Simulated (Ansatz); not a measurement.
Species: ZnOH (charge 0, doublet). SMILES of the parent species: [OH][Zn]

Atoms: Zn1, O2, H3. Bonds: Zn1-O2, O2-H3.

Bond lengths (Å) and angles (degrees) optimised at HF/3-21G with Ansatz (an electronic-structure program); PBE/6-31G* with LANL2DZ past Ar with Ansatz; MP2/6-31G* with LANL2DZ past Ar with Ansatz, each started from the B3LYP-D3(BJ)/def2-TZVP structure (Ansatz) of the last column. A row stands for all coordinates that are equal there. 6-31G* holds six Cartesian d functions. No wavenumbers were computed at PBE/6-31G* with LANL2DZ past Ar, MP2/6-31G* with LANL2DZ past Ar, so these may be saddle points.

| coordinate | HF/3-21G | PBE/6-31G* with LANL2DZ past Ar | MP2/6-31G* with LANL2DZ past Ar | B3LYP-D3(BJ)/def2-TZVP |
|---|---|---|---|---|
| Zn1-O2 | 1.697 | 1.890 | 1.821 | 1.844 |
| O2-H3 | 0.949 | 0.980 | 0.970 | 0.965 |
| Zn1-O2-H3 | 179.9 | 111.3 | 117.0 | 112.9 |

Mean signed difference of all 2 bond lengths from B3LYP-D3(BJ)/def2-TZVP: HF/3-21G -0.082 Å, PBE/6-31G* with LANL2DZ past Ar 0.030 Å, MP2/6-31G* with LANL2DZ past Ar -0.009 Å.
